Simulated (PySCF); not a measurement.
Coordinates in bohr (charge 0 multiplicity 1):
```
Se    0.0000    0.0000    0.0000
O     3.0594    0.0000    0.0000
O    -1.5297    2.6495    0.0000
O    -1.5297   -2.6495    0.0000
```

All numbers come from PBE in PySCF with Se def2-TZVP, O def2-TZVP; no relativity; density-fitted integrals.

This geometry of SeO3 is a stationary point at this level.

Q: What is the point group?

A: D3h.

Q: Is it a minimum?

A: Yes: all harmonic wavenumbers are real.

Q: What are the dipole moment and the gap between the highest occupied and lowest empty levels?

A: 0.00 D and 3.47 eV.

Q: What is the atomisation energy, with and without zero-point energy?

A: 1248 kJ/mol without, 1225 kJ/mol with.
